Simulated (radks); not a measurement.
Results of a calculation; reference values are marked as such.
Question: All-electron atom: the calcium ion Ca+ in [Ar] 4s1. Level of theory: Dirac Kohn-Sham, LDA (Slater exchange, Perdew-Wang correlation), spin-unpolarised, spherical densities, point nucleus (a radial shooting solver on a logarithmic mesh with Libxc functionals). Some entries of the table are withheld. Estimate them.

orbital,occ.,eigenvalue (eV),r(max) (bohr)
1s1/2,2,-3944.542,(1)
2s1/2,2,-420.1140,0.3008
2p1/2,2,(2),0.2451
2p3/2,4,(3),0.2472
3s1/2,2,(4),0.9927
3p1/2,2,-35.1782,(5)
3p3/2,4,-34.7868,(6)
4s1/2,1,-9.1692,(7)

Answer: 
(1) 1s1/2 r(max) (bohr): 0.05039
(2) 2p1/2 eigenvalue (eV): -344.0312
(3) 2p3/2 eigenvalue (eV): -340.3542
(4) 3s1/2 eigenvalue (eV): -53.7967
(5) 3p1/2 r(max) (bohr): 1.041
(6) 3p3/2 r(max) (bohr): 1.048
(7) 4s1/2 r(max) (bohr): 3.108
